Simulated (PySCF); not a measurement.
Os⁻ (osmium, charge -1) across methods

[Xe] 4f14 5d7 6s2, high-spin 4F determinant. Calculation: PySCF 2.14, in aug-cc-pwCVTZ-PP with ECP60MDF (8s8p7d4f3g, 122 functions); a scalar-relativistic core potential.

```tsv
method	E (hartree)	mean ε 6s α (eV)	mean ε 5d β (eV)	mean ε 6s β (eV)	Σ⟨r²⟩ (bohr²)	⟨S²⟩
UHF	-90.04842	-2.450	-2.308	-0.233	91.60	3.945
B3LYP	-90.8654	-0.538	1.094	0.234	79.15	3.776
PBE	-90.8650	-0.151	1.962	0.718	79.89	3.785
PBE0	-90.8127	-0.718	0.932	0.279	79.03	3.788
BHandHLYP	-90.6915	-1.081	-0.128	-0.179	79.41	3.780
r2SCAN	-90.8660	-0.398	1.925	0.675	78.96	3.816
LDA	-90.6699	-0.318	1.986	0.468	78.81	3.779
PW91	-90.9123	-0.182	1.930	0.689	79.62	3.782
```

Energies and moments cover only the electrons outside the core potential. Spin-orbit coupling, absent here, splits the open shell strongly. ⟨S²⟩ = 3.94 against 3.75 shows spin contamination. The outer electron is barely bound at this level, so radii and moments hang on the diffuse functions.

The highest occupied level is positive at B3LYP, PBE, PBE0, r2SCAN, LDA, PW91: only the finite basis holds that electron, which in a density functional comes from self-interaction.
